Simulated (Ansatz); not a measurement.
Consider the substitution at a C–C bond: `CC1CCCCC1` + `[OH][Al]([OH])[SiH3]` → `C[O][Al]([OH])[SiH3]` + `C1CCCCC1`.

Calculated with Ansatz (gas phase, PBE0-D4/def2-TZVP geometries, no zero-point term in ΔE). CBS: MP2 limit from def2 TZ/QZ plus the TZ coupled-cluster correction, frozen cores. Functionals use def2-TZVPP. B3LYP here is the variant with VWN-RPA as its local correlation; programs differ in this. One conformer a species, not always the lowest.

| level | ΔE (kJ/mol) | difference from CCSD(T)/CBS |
| --- | --- | --- |
| B3LYP-D4 | 83.4 | -11.5 |
| ωB97X-V | 86.6 | -8.3 |
| B2PLYP | 86.6 | -8.3 |
| PBE | 83.7 | -11.2 |
| B3LYP | 79.6 | -15.3 |
| HF/def2-TZVPP | 77.8 | -17.1 |
| MP2/def2-TZVPP | 100.1 | 5.2 |
| CCSD/def2-TZVPP | 90.5 | -4.4 |
| SCS-MP2/def2-QZVPP | 93.9 | -1.0 |
| MP2/CBS(def2) | 103.2 | 8.3 |
| CCSD(T)/CBS | 94.9 | 0 |

Largest T1 diagnostic among the species: 0.013.

In def2-TZVPP, CCSD(T) changes the Hartree–Fock value by +14.0 kJ/mol (the triples alone add +1.4 kJ/mol) and MP2 by +22.3 kJ/mol. The D4 term adds +3.8 kJ/mol with B3LYP and +2.2 kJ/mol with PBE0; it sums over pairs of atoms, weighted by their polarisabilities, and B3LYP, whose exchange is more repulsive, gets the larger term.
